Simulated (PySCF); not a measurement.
How methods differ on the ionisation energy of Si⁺

Si⁺ [Ne] 3s2 3p1 (2P) → Si²⁺ [Ne] 3s2 (1S), as a difference of total energies. Computed with PySCF 2.14 in x2c-TZVPPall, with the spin-free X2C one-electron Hamiltonian (Gaussian nucleus). Correlated levels: valence: [Ne] frozen. The calculations carry no spin-orbit coupling.

| method | ionisation energy (eV) |
| --- | --- |
| UHF | 15.821 |
| MP2 (valence) | 16.078 |
| SCS-MP2 (valence) | 16.067 |
| CCSD (valence) | 16.194 |
| CCSD(T) (valence) | 16.223 |
| CCSDT (valence) | 16.235 |

Question: How much does correlation contribute at CCSD(T) (valence)?

Answer: 16.223 − (15.821) = 0.402 eV, measured against UHF.

Errors of the correlated levels include the incompleteness of this basis and the frozen core.

For comparison: 16.322 eV (measured; NIST levels, between the centres of gravity of the two terms).
